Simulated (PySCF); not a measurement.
A structure optimised at GFN2-xTB (Å):
```
F 
C   1  1.3447
F   2  1.3606  1  105.60
F   2  1.3710  1  104.70  3   108.72
C   2  1.4710  1  115.02  3  -126.09
C   5  1.3478  2  123.54  1   -10.18
C   6  1.4687  5  124.07  2   174.45
C   7  1.5634  6  110.25  5   -97.72
S   8  1.7839  7  110.97  6   178.44
H   5  1.0781  2  114.22  1   171.13
H   6  1.0832  5  118.76  2     2.32
H   7  1.0906  6  111.46  5    21.66
H   7  1.0910  6  111.31  5   143.70
H   8  1.0958  7  108.89  6   -60.53
H   8  1.0957  7  108.50  6    57.66
```
Z-matrix in Å and degrees, rows numbered from 1.

Charge -1, singlet.

**Question.** Read off the bonds between heavy atoms and their formal orders.

**Answer.** F1–C2 (single); C2–F3 (single); C2–F4 (single); C2–C5 (single); C5–C6 (double); C6–C7 (single); C7–C8 (single); C8–S9 (single). Hydrogens: H10 on C5; H11 on C6; H12, H13 on C7; H14, H15 on C8.

**Question.** Which species is it?

**Answer.** `FC(F)(F)/C=C/CC[S-]`, [C5H6F3S]-. Among its features: C=C double bond, CF3 group and C–F bond.

**Question.** Name the point group.

**Answer.** C1 (no symmetry element, even within 0.4 Å).

**Question.** Describe the place of each heavy atom.

**Answer.** F1/F3/F4: fluorine of a CF3 group; C2: CF3 carbon; C5: alkene CH carbon; C6: alkene CH carbon; C7: allylic carbon; C8: sp3 carbon bound to sulfur; S9: thiolate sulfur.

**Question.** What is the arrangement about C2?

**Answer.** It has 4 neighbours (F1, F3, F4, C5) and is distorted tetrahedral (angles from 103.3° to 115.0°).

**Question.** What is the arrangement about C6?

**Answer.** It has 3 neighbours (C5, C7, H11) and is planar (angles 124.1°, 118.8° and 116.7°, sum 359.6°, 0.05 Å off the plane of its three neighbours).

All values are computed, not measured.
